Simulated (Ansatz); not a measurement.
FGeH₃Se₃, SMILES `[F][Ge]([SeH])([SeH])[SeH]`, 8 atoms. Charge 0, multiplicity 1. Correlated methods include outer-core shells of Ge, Se, which these sets cover unevenly. Scalar relativity is left out up to krypton. All runs use 4 threads of an Arm Neoverse V2 on a shared host. Correlated methods freeze the cores.

Problem. Give the basis size and wall time and peak host memory of each of these runs in Ansatz. RKS r2SCAN-D4/def2-TZVPP energy and forces; RHF-MP2/def2-TZVPP energy; RKS B2PLYP (frozen core)/def2-TZVPP energy; RKS PBE0-D4/def2-TZVP frequencies; RKS SPW92 (LDA)/def2-TZVPP energy; RKS PBE0-D4/def2-SVP energy; RKS ωB97M-V/def2-QZVPP energy; direct RPA on PBE orbitals/def2-TZVPP energy; RKS ωB97M-V/def2-SVP energy; RHF-CCSD(T)/def2-SVP energy; RKS r2SCAN0-D4/def2-TZVPP energy; RHF-MP2/def2-QZVPP energy. (Best estimate.)

Solution. Computed: Other jobs shared the machine, so times are rough.

```tsv
level	job	functions	wall time	peak host memory (GiB)
RKS SPW92 (LDA)/def2-TZVPP	energy	265	2.5 s	0.48
RKS PBE0-D4/def2-SVP	energy	157	3.9 s	0.6
RKS r2SCAN-D4/def2-TZVPP	energy and forces	265	11 s	0.52
RHF-MP2/def2-TZVPP	energy	265	11 s	0.94
direct RPA on PBE orbitals/def2-TZVPP	energy	265	12 s	0.76
RKS ωB97M-V/def2-SVP	energy	157	14 s	0.81
RKS B2PLYP (frozen core)/def2-TZVPP	energy	265	15 s	0.99
RKS r2SCAN0-D4/def2-TZVPP	energy	265	16 s	1.6
RKS ωB97M-V/def2-QZVPP	energy	503	60 s	3.6
RHF-MP2/def2-QZVPP	energy	503	65 s	3.8
RHF-CCSD(T)/def2-SVP	energy	157	66 s	1.4
RKS PBE0-D4/def2-TZVP	frequencies	241	7.5 min	1.2
```
